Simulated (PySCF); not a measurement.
C3H11ClPSi (charge +1).
Z-matrix (Å and degrees, PBE0-D3(BJ)/def2-SVP geometry), rows numbered from 1:
```
P 
Si  1  2.3294
C   2  1.8760  1  111.25
C   3  1.5271  2  119.23  1    88.07
C   4  1.5086  3  115.32  2   -71.90
Cl  5  1.8090  4  111.36  3    63.88
H   1  1.4098  2  115.07  3     3.04
H   1  1.4155  2  112.46  3   121.59
H   1  1.4098  2  115.17  3  -119.73
H   2  1.4833  1  102.44  3   127.54
H   2  1.4881  1   99.08  3  -117.51
H   3  1.1046  2  108.72  1   -41.14
H   3  1.1055  2  102.21  1  -151.42
H   4  1.1033  3  108.57  2   168.67
H   4  1.1019  3  110.60  2    52.76
H   5  1.0971  4  111.90  3  -178.77
H   5  1.0990  4  112.92  3   -55.63
```

Linear response at PBE0/def2-SVPD (PySCF, frozen core in the response, non-relativistic). Isolated species at its PBE0-D3(BJ)/def2-SVP geometry (one conformer only).

Static isotropic polarisability: 97.45 au (14.44 Å³), principal values 81.8, 98.0, 112.6 au.

Question: What is the polarisability at 1064 nm and at the sodium D line?

Answer: 98.27 au at 1064 nm (+0.8 %), 100.22 au at 589.3 nm (+2.8 %). The rise at 589.3 nm is 3.35 times that at 1064 nm; a pure ω² law gives 3.26. The lowest singlet lies at 191 nm, shorter than both wavelengths.

Question: What is the isotropic C6 coefficient between two such ions, C6 = (3/π)∫α(iω)² dω?

Answer: 3712 au (Eh·bohr⁶) by a ten-point quadrature over imaginary frequencies, which is 2220 eV·Å⁶ or 214 J·nm⁶/mol.

Question: Which effective excitation energy ω̄ makes London's formula C6 = (3/4)α²ω̄ exact here?

Answer: ω̄ = 4·C6/(3α²) = 0.521 Eh = 14.2 eV. A one-pole form α(ω) = α/(1 − ω²/ω̄²) fitted to the 1064 nm value gives 12.7 eV. London's choice of the ionisation energy (14.63 eV, ΔSCF at the same level) gives C6 = 3830 au, 3 % too high.

Question: What does −C6/R⁶ come to at R = 10 Å between centres?

Answer: -210 J/mol. This is the leading, orientation-averaged term; C8 and higher terms are left out. The Coulomb repulsion of the two net charges at that distance is 139 kJ/mol.

Question: How many electrons N does the Slater–Kirkwood formula C6 = (3/4)·√N·α^(3/2) need to give this C6?

Answer: N = (4·C6/3)²/α³ = 26.5; the species has 74 electrons in all.

Question: How anisotropic is the static polarisability, by Δα² = ½[(α1 − α2)² + (α2 − α3)² + (α3 − α1)²]?

Answer: Δα = 26.7 au, or 0.27 of the isotropic value.
